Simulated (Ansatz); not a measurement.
Ansatz (a program for electronic structure) input (PBE-QIDH/def2-TZVPD):

Ansatz 0.2 input:
```yaml
crystal:
  periodic: [false, false, false]
  atoms:
    - {symbol: Si, position_ang: [0.35199636, 0.43958654, 1.55097957]}
    - {symbol: Si, position_ang: [1.50587353, 0.44169605, -0.50982830]}
    - {symbol: Si, position_ang: [-0.57515096, 0.02539865, -1.54636078]}
    - {symbol: Si, position_ang: [-1.28271894, -0.90668124, 0.50520951]}
    - {symbol: H, position_ang: [1.03504449, -0.05441373, 2.77127315]}
    - {symbol: H, position_ang: [-0.20412048, 1.79099482, 1.81838340]}
    - {symbol: H, position_ang: [2.36708405, -0.76499072, -0.60625747]}
    - {symbol: H, position_ang: [2.29459835, 1.63383340, -0.90533954]}
    - {symbol: H, position_ang: [-0.62657317, -0.79671422, -2.77972757]}
    - {symbol: H, position_ang: [-1.28352107, 1.30879027, -1.78759265]}
    - {symbol: H, position_ang: [-0.87944249, -2.33479437, 0.57546672]}
    - {symbol: H, position_ang: [-2.70306967, -0.78270545, 0.91379396]}
basis:
  gaussian:
    orbitals: def2-TZVPD
hamiltonian:
  xc: {name: PBE-QIDH}
magnetization: {spin_polarized: false}
correlation: {electrons: outside_noble_gas}
```

End of the output:

```
integrals: 0.51 GiB planned
1664 factors; integrals over basis functions are off by at most 9.8e-4 eV
0.35 GiB of the device are held for the grids
1.35 GiB of device memory are held for the factors and their scratch space
mean field: 1.72 GiB planned
mean field evaluation 1: about -31612.4286 eV, gradient 1.3e1 eV
mean field evaluation 2: about -31612.5810 eV, gradient 1.3e1 eV
mean field evaluation 4: about -31613.5245 eV, gradient 2.4e0 eV
mean field evaluation 8: about -31613.5454 eV, gradient 3.2e-2 eV
mean field evaluation 16: about -31613.5455 eV, gradient 1.1e-5 eV
mean field -31613.54545654 eV, -1161.7763670969 hartree, gradient 1.5e-6 eV, S^2 0.000000; 0 other end points of the search recorded, 0 dependent functions left out
20 core orbitals not correlated
reference -31613.54547442 eV, -1161.7763677543 hartree; 12, 12 occupied and 212, 212 virtual orbitals, 1664 factors
second order -14.88160640 eV of doubles, -0.00000000 eV of singles
Total energy: -31618.50600989 eV, -1161.9586640703 hartree
```
